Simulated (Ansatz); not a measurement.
Consider the formal exchange of groups at a C–In bond: `[AlH2][CH2][InH2]` + GeH₄ → `[AlH2][CH2][GeH3]` + `[InH3]`.

Computed with Ansatz on PBE0-D4/def2-TZVP structures; ΔE is electronic, products minus reactants. CCSD(T)/CBS is the MP2 limit (def2-TZVPP, def2-QZVPP) plus CCSD(T) − MP2 in def2-TZVPP, frozen cores. DFT in def2-TZVPP. B3LYP here is the variant with VWN-RPA as its local correlation; programs differ in this. HSE06 is defined as in plane-wave codes. Elements past krypton have def2 core potentials. For Ge, In outer-core shells are correlated without core-valence functions, which leaves a few kJ/mol of doubt a bond. Scalar relativity is left out up to krypton.

```tsv
level	ΔE (kJ/mol)	difference from CCSD(T)/CBS
LDA (SPW92)	12.7	-1.7
revPBE-D4	9.0	-5.4
BLYP-D4	12.1	-2.3
r2SCAN-D4	11.2	-3.2
B97M-V	6.0	-8.4
PBE0-D4	8.7	-5.7
B3LYP-D4	9.9	-4.5
r2SCANh-D4	10.1	-4.3
HSE06-D4	8.9	-5.5
BHLYP-D4	7.4	-7.0
CAM-B3LYP-D4	8.2	-6.2
ωB97X-V	6.9	-7.5
B2PLYP	12.5	-1.9
PBE-QIDH	9.7	-4.7
PBE	13.0	-1.4
revPBE	12.8	-1.6
BLYP	14.7	0.3
r2SCAN	11.5	-2.9
PBE0	9.6	-4.8
B3LYP	11.6	-2.8
r2SCANh	10.4	-4.0
r2SCAN0	8.9	-5.5
HSE06	9.7	-4.7
BHLYP	7.8	-6.6
CAM-B3LYP	9.1	-5.3
LC-ωPBE	6.6	-7.8
RPA@PBE/def2-TZVPP	10.7	-3.7
HF/def2-SVP	1.9	-12.5
MP2/def2-SVP	11.7	-2.7
CCSD/def2-SVP	10.3	-4.1
CCSD(T)/def2-SVP	11.5	-2.9
HF/def2-TZVPP	2.1	-12.3
MP2/def2-TZVPP	14.7	0.3
SCS-MP2/def2-TZVPP	12.4	-2.0
CCSD/def2-TZVPP	9.5	-4.9
HF/def2-QZVPP	3.4	-11.0
MP2/def2-QZVPP	17.0	2.6
SCS-MP2/def2-QZVPP	14.4	0.0
HF/CBS(def2)	3.6	-10.8
MP2/CBS(def2)	17.8	3.4
CCSD(T)/CBS	14.4	0
```

Largest T1 diagnostic among the species: 0.014.

In def2-TZVPP, CCSD(T) changes the Hartree–Fock value by +9.3 kJ/mol (the triples alone add +1.9 kJ/mol) and MP2 by +12.7 kJ/mol. From PBE to PBE0 (25 % exact exchange), in def2-TZVPP and without D4, ΔE moves by −3.4 kJ/mol. Leaving LDA and LC-ωPBE aside and taking each functional with its dispersion term where it has one, the values spread over 6.5 kJ/mol, from B97M-V to B2PLYP.
